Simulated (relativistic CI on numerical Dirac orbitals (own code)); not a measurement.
# Radial parameters of Tl36+

Method of calculation: Dirac-Coulomb-Breit CI, separate exchange-only KLI orbitals for each configuration, model QED, unscaled Slater integrals (own radial code, finite nucleus).

Slater integrals F^k, G^k are unscaled and averaged over j, outside the closed core [Ar] 3d10; ζ comes from projecting the Hamiltonian with its Breit term on Σ l·s of the shell.

- 4s2 4p6 4d9: ζ(4d) = 88101 cm⁻¹; <r>(4d) = 0.3848, <r^2>(4d) = 0.1694 (bohr units).
- 4s2 4p6 4d8 4f: F^2(4d,4d) = 260560, F^4(4d,4d) = 177210, ζ(4d) = 88019, F^2(4d,4f) = 261890, F^4(4d,4f) = 170390, G^1(4d,4f) = 269070, G^3(4d,4f) = 185660, G^5(4d,4f) = 136460, ζ(4f) = 16345 cm⁻¹; <r>(4d) = 0.3851, <r^2>(4d) = 0.1697, <r>(4f) = 0.3619, <r^2>(4f) = 0.1489 (bohr units).
- 4s2 4p5 4d10: ζ(4p) = 730470 cm⁻¹; <r>(4p) = 0.3811, <r^2>(4p) = 0.1646 (bohr units).

(1) Give the Racah parameters of the d shell in 4s2 4p6 4d8 4f.

Averages of the first 10 configurations, taken without configuration mixing, which lowers the lowest level and can move excited configurations by several eV; other configurations of the list can lie among them:

| Configuration | Parity | States | Average energy above the lowest level (eV) |
| --- | --- | --- | --- |
| 4s2 4p6 4d9 | even | 10 | 12.7 |
| 4s2 4p6 4d8 4f | odd | 630 | 262.6 |
| 4s2 4p5 4d10 | odd | 6 | 284.9 |
| 4s 4p6 4d10 | even | 2 | 504.4 |
| 4s2 4p5 4d9 4f | even | 840 | 532.1 |
| 4s 4p6 4d9 4f | odd | 280 | 751.8 |
| 4s2 4p6 4d8 5s | even | 90 | 538.7 |
| 4s2 4p6 4d7 4f 5s | odd | 3360 | 788.3 |
| 4s2 4p6 4d8 5p | odd | 270 | 629.3 |
| 4s2 4p6 4d8 5d | even | 450 | 741.7 |

## Answers

(1) B = F²/49 − 5F⁴/441 = 3308 cm⁻¹ and C = 35F⁴/441 = 14064 cm⁻¹.
